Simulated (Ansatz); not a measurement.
```yaml
crystal:
  periodic: [false, false, false]
  atoms:
    - {symbol: Al, position_ang: [-0.153866, 1.217047, -0.635224]}
    - {symbol: O, position_ang: [-0.369502, -0.476525, -1.079916]}
    - {symbol: C, position_ang: [0.156627, -1.171020, -0.023837]}
    - {symbol: S, position_ang: [0.401673, -0.063866, 1.451322]}
    - {symbol: H, position_ang: [1.353423, 1.910511, -1.153451]}
    - {symbol: H, position_ang: [-1.344111, 2.162889, -0.447125]}
    - {symbol: H, position_ang: [-0.453658, -1.983299, 0.311086]}
    - {symbol: H, position_ang: [1.229886, -1.569771, -0.272129]}
    - {symbol: H, position_ang: [-0.786585, -0.027944, 1.844484]}
basis:
  gaussian: {orbitals: cc-pVDZ}
total_charge: -1
magnetization: {spin_polarized: true, initial_magnetization: 1}
hamiltonian: {xc: {name: SVWN5}}
accuracy: high
output: {forces: true}
```

```sh
$ ansatz run in.yaml --threads 2 --pin off --events-out ev --progress --plain --max-ram 4352MiB
```

It prints (some lines left out):

```
Functional definition: SVWN5
2128 factors; integrals over basis functions are off by at most 3.9e-9 eV
mean field evaluation 1: about -20502.7794 eV, gradient 2.0e1 eV
mean field evaluation 2: about -20493.4271 eV, gradient 4.6e1 eV
mean field evaluation 4: about -20505.4790 eV, gradient 6.7e0 eV
mean field evaluation 8: about -20505.8874 eV, gradient 3.8e-1 eV
mean field evaluation 16: about -20505.8889 eV, gradient 3.0e-4 eV
mean field -20505.88888234 eV, -753.5775170353 hartree, gradient 8.4e-8 eV, S^2 0.751037; 4 other end points of the search recorded, 0 dependent functions left out
reference -20505.88888587 eV, -753.5775171650 hartree; 25, 24 occupied and 64, 65 virtual orbitals, 2128 factors
Total energy: -20505.88888587 eV, -753.5775171650 hartree
Atom 0 at    -0.153866     1.217047    -0.635224 Å, force     1.779787     1.598900    -1.411703 eV/Å
Atom 1 at    -0.369502    -0.476525    -1.079916 Å, force    -0.267566    -0.765890     0.115844 eV/Å
Atom 2 at     0.156627    -1.171020    -0.023837 Å, force     1.509633     0.532327    -1.768366 eV/Å
Atom 3 at     0.401673    -0.063866     1.451322 Å, force     5.169009    -0.018019     0.166277 eV/Å
Atom 4 at     1.353423     1.910511    -1.153451 Å, force    -0.763897    -0.386966     0.257887 eV/Å
Atom 5 at    -1.344111     2.162889    -0.447125 Å, force    -1.016168     0.591564     0.190416 eV/Å
Atom 6 at    -0.453658    -1.983299     0.311086 Å, force    -1.080468    -1.593262     0.681975 eV/Å
Atom 7 at     1.229886    -1.569771    -0.272129 Å, force    -0.874893     0.344462     0.637869 eV/Å
Atom 8 at    -0.786585    -0.027944     1.844484 Å, force    -4.455436    -0.303117     1.129800 eV/Å
Dipole moment:     0.004564    -0.860979     0.798500 e Å
```

Hardware: 2 threads of an AMD EPYC 7R43 on a shared host. Wall time 7.5 s, peak host memory 0.29 GiB.
